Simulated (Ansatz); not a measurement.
Cost and result up the ladder for In₉Sb₉ (started as a model of: (InSb)9 cage of four- and six-membered rings) (18 atoms). Charge 0, multiplicity 1. Geometry: PBE-D4/def2-SVP.

```csv
atom,x (Å),y (Å),z (Å)
In1,-0.4086,-2.9326,-2.0846
In2,-0.6462,0.2708,-2.9844
In3,2.4150,-1.3096,-1.3606
In4,0.1167,-2.3689,1.9425
In5,-2.9454,-0.7899,0.3179
In6,-1.6282,0.1669,3.2295
In7,-1.0004,2.8887,0.2300
In8,2.0610,1.3087,1.8551
In9,2.0366,2.7662,-1.1452
Sb10,-2.8532,-1.4876,-2.3703
Sb11,1.3176,-1.5513,-3.9928
Sb12,1.4650,-3.7167,-0.0794
Sb13,-2.6659,-2.4903,2.6028
Sb14,-3.2136,1.8193,1.5263
Sb15,1.1045,-0.4093,3.8188
Sb16,-0.4106,3.0118,-2.5938
Sb17,3.9072,0.7823,-0.3022
Sb18,1.3487,4.0415,1.3904
```

Ansatz on 2 threads of AMD EPYC 7R13 on a shared host and a share (18 GiB) of an NVIDIA H100 80GB HBM3. Times are rough, and most runs start from the orbitals of an earlier one. PBE0-D4/def2-SVP serves as the yardstick here, not as an exact answer. Differences are given only for rows in sets of like size (and for xTB, whose basis is part of the method), since another set adds its own error. Binding counts from free atoms at the same level (In doublet, Sb quartet; other spins of the atoms weren't run), without zero-point energy or a counterpoise term.

In the def2 sets In, Sb take a core potential; there is no spin–orbit coupling. Correlated methods freeze 72 core orbitals; core or outer-core shells of In, Sb are correlated, in sets that lack core-valence functions. The rows differ in basis, and correlated rows in double-zeta sets carry the largest basis error. Single mean-field runs in def2-SVP, def2-mTZVP are fitted with def2-universal-jkfit.

Correlated methods converge slowly with the basis, most of all in double-zeta sets.

```
                        level  functions  wall time  binding energy per atom (eV)  difference from PBE0-D4/def2-SVP (eV)
           r2SCAN-D4/def2-SVP        468        8 s                          2.23                                  -0.05
PBE-D4/def2-SVP (with forces)        468        9 s                          2.36                                   0.08
         r2SCAN-D4/def2-mTZVP        648       10 s                          2.23                                      –
          r2SCANh-D4/def2-SVP        468       12 s                          2.20                                  -0.08
             PBE0-D4/def2-SVP        468       13 s                          2.28                                   0.00
                 MP2/def2-SVP        468       18 s                          2.10                                  -0.18
             RPA@PBE/def2-SVP        468       21 s                          1.88                                  -0.40
```
